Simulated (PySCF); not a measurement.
# Magnetic susceptibility: `CC(=O)CC(Cl)Cl`, C4H6Cl2O

Geometry:
```csv
atom,x (Å),y (Å),z (Å)
C1,-1.907,0.503,-0.087
C2,-0.768,-0.255,-0.704
O3,-0.898,-1.283,-1.311
C4,0.598,0.402,-0.506
C5,1.686,-0.652,-0.420
Cl6,1.523,-1.558,1.103
Cl7,3.299,0.093,-0.489
H8,-1.848,1.557,-0.345
H9,-1.837,0.415,0.996
H10,-2.857,0.088,-0.415
H11,0.604,1.032,0.382
H12,0.787,1.032,-1.380
H13,1.613,-1.373,-1.236
```

Method: GIAO BHandHLYP/pcSseg-1 magnetisability, rotational g tensor and spin-rotation constants, non-relativistic, gas phase in PySCF. Geometry: GFN2-xTB.

Question: How diamagnetic is it, and how anisotropic?

Answer: Isotropic -1292 × 10⁻³⁰ J/T², or -77.8 × 10⁻⁶ cm³/mol; principal values -1466, -1355, -1056 × 10⁻³⁰ J/T², anisotropy 367 × 10⁻³⁰ J/T² (root of half the summed squared differences of the principal values). The susceptibility is in cgs units.

Question: Split it along the inertial axes a, b, c into diamagnetic and paramagnetic parts about the centre of mass, with the quadrupole moment.

Answer: 
```tsv
axis	χ (10⁻⁶ cm³/mol)	diamagnetic (10⁻⁶ cm³/mol)	paramagnetic (10⁻⁶ cm³/mol)	summed x² of all electrons (Å²)	quadrupole Θ (D Å)
a	-81.5	-510.3	428.7	242.8	-1.31
b	-86.6	-1203.3	1116.7	79.5	+1.97
c	-65.3	-1367.3	1301.9	40.8	-0.66
```
Anisotropies 2χaa − χbb − χcc = -11.1 and 2χbb − χaa − χcc = -26.3 × 10⁻⁶ cm³/mol. Θ is traceless in Buckingham's convention.

Question: And the rotational g tensor?

Answer: 
```tsv
axis	rotational constant (GHz)	g	nuclear part	electronic part
a	2.7826	-0.0236	0.5369	-0.5604
b	1.0455	-0.0073	0.5412	-0.5485
c	0.8907	-0.0145	0.5303	-0.5448
```
Asymmetric top; isotopes 12C, 35Cl, 1H, 16O; no vibrational averaging.
